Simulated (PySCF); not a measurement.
Two-component Hartree-Fock for Pd²⁰⁺ (palladium, charge +20)

Start: [Ar] 3d8; 3d3/2 filled at m_j = -3/2, -1/2, +1/2, +3/2; 3d5/2 filled at m_j = -1/2, +1/2, +3/2, +5/2. Calculated with PySCF 2.14 in an even-tempered Gaussian basis (17 s from 2.3 bohr⁻², ratio 2.8; 12 p from 2.9 bohr⁻², ratio 2.8; 8 d from 2.9 bohr⁻², ratio 2.8; 4 f from 13 bohr⁻², ratio 3): generalised Hartree-Fock with the X2C-1e Hamiltonian and a Gaussian nucleus; one run each with spin-orbit coupling (SO) switched off, then screened by Boettger's factors.

| spinor shell | electrons | ε, spin-free (eV) | ε, screened SO (eV) | weight of nominal j (screened SO) | rms radius, screened SO (bohr) |
| --- | --- | --- | --- | --- | --- |
| 1s1/2 | 2 | -25117.8 | -25116.0 | 1.000 | 0.0365 |
| 2s1/2 | 2 | -4285.6 | -4284.9 | 1.000 | 0.149 |
| 2p1/2 | 2 | -3902.7 | -4015.1 | 1.000 | 0.130 |
| 3s1/2 | 2 | -1266.8 | -1266.6 | 1.000 | 0.393 |
| 3p1/2 | 2 | -1136.6 | -1161.8 | 0.987 | 0.385 |
| 3p3/2 | 4 | -1136.6 | -1124.7 | 0.993 | 0.395 |
| 3d3/2 | 4 | -944.55 | -948.62 | 0.877 | 0.363 |
| 3d5/2 | 4 | -944.55 | -941.11 | 0.897 | 0.366 |

(1) Where does 2p3/2 lie, and what is the 2p spin-orbit splitting (screened SO)?

| quantity | spin-free | screened SO |
| --- | --- | --- |
| E (hartree) | -4853.06661 | -4854.06081 |
| M_J | 4 | 4 |
| ⟨J²⟩ | 20.001 | 20.001 |
| ⟨L²⟩ | 12.001 | 12.254 |
| ⟨S²⟩ | 2.000 | 1.947 |

Each row is a mean over spinors that exchange with the open shell spreads, by up to 23.562 eV (3p3/2).

Rows whose weight is well below 1 are mixtures of j = l ± 1/2: exchange outweighs spin-orbit coupling there, and the label is only the starting occupation.

Breit and QED terms are absent; they matter most for the inner s and p1/2 levels.

Densities and radii are taken from the X2C orbitals without a picture-change correction, which distorts them close to the nucleus.

Without spin-orbit coupling the j labels of p, d and f shells carry no meaning; the spin-free column gives the mean over the occupied spinors of each nl shell.

Answers

(1) At -3850.1 eV, 165.06 eV above 2p1/2.
